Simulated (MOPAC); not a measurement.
MOPAC input (PM3):

```
PM3 1SCF UHF MS=0.5 GEO-OK AUX(PRECISION=9) THREADS=1
C5H7Si

Si    2.09564600 1    0.13034500 1    0.01705500 1
C     0.24683900 1    0.08122200 1    0.04829800 1
C    -0.60784800 1    0.90437500 1    0.65716700 1
C    -2.01126100 1    0.58085900 1    0.47973900 1
C    -2.05129700 1   -0.52036800 1   -0.29271900 1
C    -0.65205300 1   -0.94697600 1   -0.64228900 1
H     2.57748700 1    1.28242600 1    0.80953500 1
H     2.65934500 1   -1.12352700 1    0.57707800 1
H     2.58981600 1    0.25010600 1   -1.37758900 1
H    -2.84585300 1    1.12569900 1    0.89231000 1
H    -2.93777400 1   -1.04069100 1   -0.62684100 1
H    -0.43860500 1   -1.96183000 1   -0.28851300 1
H    -0.48973500 1   -0.95169300 1   -1.72592900 1
```

From the output:

```
                                                       MOPAC v23.2.5 Linux

          FINAL HEAT OF FORMATION =         90.04329 KCAL/MOL =     376.74114 KJ/MOL

          COSMO AREA              =        145.91 SQUARE ANGSTROMS
          COSMO VOLUME            =        141.11 CUBIC ANGSTROMS

          IONIZATION POTENTIAL    =          9.324940 EV
          ALPHA SOMO LUMO (EV)    =         -9.394  0.408
          BETA  SOMO LUMO (EV)    =         -9.325  0.100
          NO. OF ALPHA ELECTRONS  =         16
          NO. OF BETA  ELECTRONS  =         15
          MOLECULAR WEIGHT        =         95.1958         POINT GROUP:  Cs

          MOLECULAR DIMENSIONS (Angstroms)

            Atom       Atom       Distance
            H    11    H     7     6.15452
            H    10    H     8     4.40216
            H     8    H     9     2.30032

          SCF CALCULATIONS        =          1

   ATOM   CHEMICAL          X               Y               Z
  NUMBER   SYMBOL      (ANGSTROMS)     (ANGSTROMS)     (ANGSTROMS)

     1      Si          2.09564600  *   0.13034500  *   0.01705500  *
     2       C          0.24683900  *   0.08122200  *   0.04829800  *
     3       C         -0.60784800  *   0.90437500  *   0.65716700  *
     4       C         -2.01126100  *   0.58085900  *   0.47973900  *
     5       C         -2.05129700  *  -0.52036800  *  -0.29271900  *
     6       C         -0.65205300  *  -0.94697600  *  -0.64228900  *
     7       H          2.57748700  *   1.28242600  *   0.80953500  *
     8       H          2.65934500  *  -1.12352700  *   0.57707800  *
     9       H          2.58981600  *   0.25010600  *  -1.37758900  *
    10       H         -2.84585300  *   1.12569900  *   0.89231000  *
    11       H         -2.93777400  *  -1.04069100  *  -0.62684100  *
    12       H         -0.43860500  *  -1.96183000  *  -0.28851300  *
    13       H         -0.48973500  *  -0.95169300  *  -1.72592900  *

                             CARTESIAN COORDINATES

   1   Si        2.095646000     0.130345000     0.017055000
   2    C        0.246839000     0.081222000     0.048298000
   3    C       -0.607848000     0.904375000     0.657167000
   4    C       -2.011261000     0.580859000     0.479739000
   5    C       -2.051297000    -0.520368000    -0.292719000
   6    C       -0.652053000    -0.946976000    -0.642289000
   7    H        2.577487000     1.282426000     0.809535000
   8    H        2.659345000    -1.123527000     0.577078000
   9    H        2.589816000     0.250106000    -1.377589000
  10    H       -2.845853000     1.125699000     0.892310000
  11    H       -2.937774000    -1.040691000    -0.626841000
  12    H       -0.438605000    -1.961830000    -0.288513000
  13    H       -0.489735000    -0.951693000    -1.725929000

           Empirical Formula: C5 H7 Si  =    13 atoms

      MOLECULAR POINT GROUP   :   Cs

          ALPHA EIGENVALUES
 -39.10905 -27.13419 -26.48728 -19.29341 -18.05207 -17.01737 -15.57756 -15.05824
 -13.60374 -13.29577 -12.20187 -11.91817 -11.48532 -11.17945 -10.46111  -9.39358
   0.40812   0.64004   1.62693   1.76002   2.16324   2.57477   3.23433   3.71192
   4.00205   4.09924   4.46892   4.49829   5.10808   5.71425   5.84072

           BETA EIGENVALUES
 -38.87593 -27.36662 -25.69923 -19.09644 -18.12022 -16.15103 -15.59400 -15.03614
 -13.54543 -13.02325 -12.19581 -12.02747 -11.46929 -10.82768  -9.32494   0.10033
   0.55333   0.58771   1.39548   2.08376   2.18290   2.77264   3.40504   3.90545
   3.99585   4.15533   4.49320   4.74767   5.20989   5.86969   6.39668

              NET ATOMIC CHARGES AND DIPOLE CONTRIBUTIONS

  ATOM NO.   TYPE          CHARGE      No. of ELECS.   s-Pop       p-Pop
    1         Si           0.536202        3.4638     0.91426     2.54954
    2          C          -0.304177        4.3042     1.24861     3.05557
    3          C          -0.038686        4.0387     1.32551     2.71317
    4          C          -0.100947        4.1009     1.18256     2.91838
    5          C          -0.168765        4.1688     1.20781     2.96095
    6          C          -0.019393        4.0194     1.14558     2.87381
    7          H          -0.093469        1.0935     1.09347
    8          H          -0.098257        1.0983     1.09826
    9          H          -0.098257        1.0983     1.09826
   10          H           0.121363        0.8786     0.87864
   11          H           0.115381        0.8846     0.88462
   12          H           0.074503        0.9255     0.92550
   13          H           0.074503        0.9255     0.92550
 DIPOLE           X         Y         Z       TOTAL
 POINT-CHG.     0.595    -0.849    -0.618     1.207
 HYBRID        -0.686    -0.127    -0.065     0.700
 SUM           -0.091    -0.976    -0.683     1.195

          ATOMIC ORBITAL ELECTRON POPULATIONS

     Atom    s        px        py        pz
    1 Si   0.91426   0.76336   0.89330   0.89288
    2  C   1.24861   1.04828   0.98598   1.02131
    3  C   1.32551   0.90063   0.88605   0.92649
    4  C   1.18256   0.95789   0.96914   0.99136
    5  C   1.20781   0.97721   0.98359   1.00015
    6  C   1.14558   0.90893   0.97228   0.99261
    7  H   1.09347
    8  H   1.09826
    9  H   1.09826
   10  H   0.87864
   11  H   0.88462
   12  H   0.92550
   13  H   0.92550

                    (SZ)    =    0.500000
                    (S**2)  =    1.112793

          ATOMIC ORBITAL SPIN POPULATIONS

    Atom   Total    s     px     py     pz
         Atomic
    1 Si  0.1201  0.021  0.054  0.020  0.024
    2  C -0.6156 -0.034 -0.064 -0.185 -0.332
    3  C  1.4336  0.243  0.132  0.565  0.494
    4  C -0.3515 -0.015 -0.032 -0.111 -0.193
    5  C  0.4273  0.032  0.022  0.138  0.235
    6  C  0.0743  0.014  0.003  0.037  0.021
    7  H -0.0104 -0.010
    8  H -0.0307 -0.031
    9  H -0.0307 -0.031
   10  H  0.0220  0.022
   11  H -0.0248 -0.025
   12  H -0.0068 -0.007
   13  H -0.0068 -0.007

 **********************
 *                    *
 * JOB ENDED NORMALLY *
 *                    *
 **********************

 == MOPAC DONE ==
```

The geometry given is a B3LYP-D3(BJ)/def2-TZVP minimum.

The determinant is spin-contaminated: <S^2> is 1.11 against 0.75 for a pure state.
